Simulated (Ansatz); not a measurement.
Reaction (atomization): `BP[SiH](C)F` → B• + C• + F• + 7 H• + P• + Si•

Gas-phase electronic energies from Ansatz, PBE0-D4/def2-TZVP geometries. CCSD(T)/CBS adds triple-zeta CCSD(T) − MP2 to the extrapolated MP2 energy (def2 sets, frozen cores). This one scheme is used for every species, atoms too. DFT in def2-TZVPP. HSE06 is defined as in plane-wave codes. No spin–orbit coupling; open shells (•) take unrestricted orbitals. Spin–orbit coupling would lower the free atoms: a little for B, C, F, Si. Each species was taken in one conformer, which may not be the lowest.

```tsv
level	ΔE (kcal/mol)	difference from CCSD(T)/CBS
BHLYP-D4	985.7	-15.0
ωB97X-V	1009.6	8.9
r2SCAN	1005.4	4.7
PBE0	995.4	-5.3
r2SCAN0	993.8	-6.9
HSE06	996.2	-4.5
HF/def2-SVP	752.2	-248.5
CCSD(T)/def2-SVP	934.7	-66.0
CCSD/def2-TZVPP	962.6	-38.1
HF/CBS(def2)	759.5	-241.2
CCSD(T)/CBS	1000.7	0
```

Largest T1 diagnostic among the species: 0.015.

At CCSD(T), def2-SVP lies −66.0 kcal/mol from the extrapolated value and def2-TZVPP −26.0 kcal/mol: correlation converges slowly with the basis, and small sets miss more of it in the bonded molecule than in its fragments. The D4 term adds +10.3 kcal/mol with B3LYP and +5.4 kcal/mol with PBE0; it sums over pairs of atoms, weighted by their polarisabilities, and B3LYP, whose exchange is more repulsive, gets the larger term.

B3LYP here is the variant with VWN-RPA as its local correlation; programs differ in this.

For atomizations the MP2-based limit and the directly extrapolated one differ by several kJ/mol either way, and by 10 to 25 for some Ge, Se and Sn compounds, so smaller differences from it don't rank the levels.
